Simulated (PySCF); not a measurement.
**Field gradients at the hydrogen positions**

Compound: C6H14OSi2.
Atom-mapped SMILES: `[CH3:1][C:2]1=[CH:3][Si@:4]([CH3:5])([O:6][SiH3:7])[CH2:8][CH2:9]1` (hydrogens: H10, H11, H12 on C1; H13 on C3; H14, H15, H16 on C5; H17, H18, H19 on Si7; H20, H21 on C8; H22, H23 on C9)

Geometry (GFN2-xTB, Å), atoms numbered from 1 in this order:
```
atom  x, y, z in Å
C1    -3.1598   -0.6409   -0.8773
C2    -1.8200   -0.2938   -0.3128
C3    -0.7668    0.1068   -1.0229
Si4    0.7133    0.4390    0.0765
C5     1.2954    2.2435    0.2071
O6     2.0077   -0.4764   -0.3051
Si7    3.4449   -1.0660   -0.7449
C8    -0.1946   -0.2723    1.5950
C9    -1.6694   -0.3794    1.1831
H10   -3.1800   -0.4944   -1.9541
H11   -3.9332   -0.0217   -0.4225
H12   -3.4004   -1.6815   -0.6592
H13   -0.8256    0.2092   -2.0948
H14    0.4895    2.9096    0.4959
H15    2.0914    2.3404    0.9391
H16    1.6871    2.5869   -0.7454
H17    4.3917   -0.7539    0.3262
H18    3.2511   -2.5055   -0.9041
H19    3.8318   -0.4191   -1.9988
H20    0.1949   -1.2626    1.8263
H21   -0.0955    0.3226    2.4998
H22   -2.2399    0.4429    1.6259
H23   -2.1185   -1.3063    1.5500
```

Level: PBE0/pcSseg-1 (PySCF, non-relativistic); Q(2H) = 0.00286 b; rigid geometry, the same for H and D, with no vibrational averaging.

Task: Rank these positions by the coupling χzz of a deuteron there, largest first.
A. H18 (Si–H hydrogen)
B. H13 (vinylic hydrogen)
C. H23 (methylene hydrogen)
D. H20 (methylene hydrogen)
E. H14 (methyl hydrogen)
F. H11 (methyl hydrogen)

Result: B (229 kHz), E (221 kHz), D (214 kHz), F (209 kHz), C (204 kHz), A (109 kHz).

Task: Tabulate Vzz, the asymmetry η and χzz = 234.96 MHz × Q × Vzz for every hydrogen position.

Result: 
```tsv
atom	bonded to	bond length (Å)	Vzz (au)	η	χzz (kHz)
H10	C1	1.087	0.3155	0.02	212
H11	C1	1.090	0.3109	0.02	209
H12	C1	1.090	0.3111	0.02	209
H13	C3	1.078	0.3405	0.03	229
H14	C5	1.085	0.3285	0.02	221
H15	C5	1.086	0.3267	0.02	220
H16	C5	1.086	0.3270	0.02	220
H17	Si7	1.463	0.1599	0.02	107
H18	Si7	1.461	0.1616	0.02	109
H19	Si7	1.463	0.1600	0.03	108
H20	C8	1.089	0.3185	0.04	214
H21	C8	1.087	0.3224	0.04	217
H22	C9	1.094	0.3018	0.03	203
H23	C9	1.093	0.3034	0.03	204
```

Task: Average by the element that carries the hydrogen.

Result: on C: 214 kHz over 11 positions, mean bond length 1.088 Å; on Si: 108 kHz over 3 positions, mean bond length 1.462 Å.

Task: How does χzz go with the bond length over the 11 C–H bonds?

Result: A straight-line fit has a slope of -17.3 kHz for each 0.01 Å, with a correlation coefficient of -0.97, over lengths from 1.078 to 1.094 Å. The longer bonds have the smaller couplings here.

Isolated species at its GFN2-xTB geometry (one conformer only). GFN2-xTB bond lengths can be off by several hundredths of an ångström, more for odd bonds, and the gradients follow them. These gradients aren't converged with respect to the basis.
